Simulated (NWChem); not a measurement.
Species: MgSiH₄O; SMILES [MgH][O][SiH3]

```xyz
7

Mg     0.0073     1.9347     0.0062
H      0.0165     3.6232     0.0132
O     -0.0007     0.1325     0.0001
Si    -0.0003    -1.5032    -0.0006
H     -1.0809    -2.0540    -0.8838
H     -0.2244    -2.0543     1.3767
H      1.3051    -2.0531    -0.4953
```
Atoms are numbered in this order, from 1.

Level: PBE0/def2-SVP (NWChem), optimised geometry, unscaled harmonic frequencies. 

| frequency (cm⁻¹) | IR intensity (km/mol) |
|---|---|
| 96 | 0.5 |
| 96 | 0.5 |
| 337 | 286.3 |
| 337 | 286.2 |
| 509 | 9.1 |
| 738 | 72.2 |
| 738 | 72.3 |
| 957 | 88.9 |
| 957 | 88.8 |
| 1007 | 329.7 |
| 1083 | 401.5 |
| 1659 | 143.6 |
| 2193 | 200.4 |
| 2194 | 200.4 |
| 2207 | 108.9 |

- zero-point energy: 21.6 kcal/mol
- thermal correction to the enthalpy at 298.15 K (with zero-point energy): 25.7 kcal/mol
- heat capacity Cv: 17.4 cal/(mol K)
- entropy at 298.15 K and 1 atm (symmetry number 3): 71.3 cal/(mol K)
- dipole moment: 1.34 D

Rigid rotor and harmonic oscillator; modes under 100 cm⁻¹ make the entropy uncertain.
